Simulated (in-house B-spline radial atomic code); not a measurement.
Ionising Zn VI (Zn5+) with different functionals

Computed with a B-spline radial code for spherical atoms: four-component Dirac-Coulomb Hamiltonian, Fermi nucleus of rms radius 3.9283 fm, spin-restricted, spherical fractional occupations for the functionals, and exact exchange of hybrids averaged over the configuration. The ionisation energy is the difference of two self-consistent energies, [Ar] 3d7 → [Ar] 3d6, without Breit or QED terms; ε is the level of the shell that loses the electron (mean over j). The electron is taken from both j subshells in proportion to 2j + 1, so the result is a j average, not the step between ground levels.

```
   method                    rung  ΔSCF (eV)  -ε(3d) (eV)
BHandHLYP           global hybrid          ?            ?
    B3LYP           global hybrid          ?            ?
  LC-wPBE  range-separated hybrid     111.82       104.12
    HSE06  range-separated hybrid     111.61       101.85
```

Question: What does BHandHLYP give?

Answer: ΔSCF 111.41 eV, and -ε(3d) = 106.19 eV.

Question: What does B3LYP give?

Answer: ΔSCF 111.83 eV, and -ε(3d) = 101.67 eV.

Question: Among the functionals, which spreads more, the ΔSCF values or the orbital energies?

Answer: The orbital energies: ΔSCF values span about 0.41 eV and the orbital energies 4.52 eV; here energy differences depend much less on the functional than eigenvalues do.

Question: How do they compare with the NIST value?

Answer: NIST lists 108 eV ± 1 (semi-empirical, ground level to ground level). Errors run from +3.41 to +3.83 eV. The correlated functionals all miss on the same side by more than they spread, so the cause is common to them (Breit-QED terms, spin polarisation, the choice among j levels, multiplet and fine-structure energies, or a listed next ion that isn't the cheapest removal here) and closeness doesn't rank the functionals.
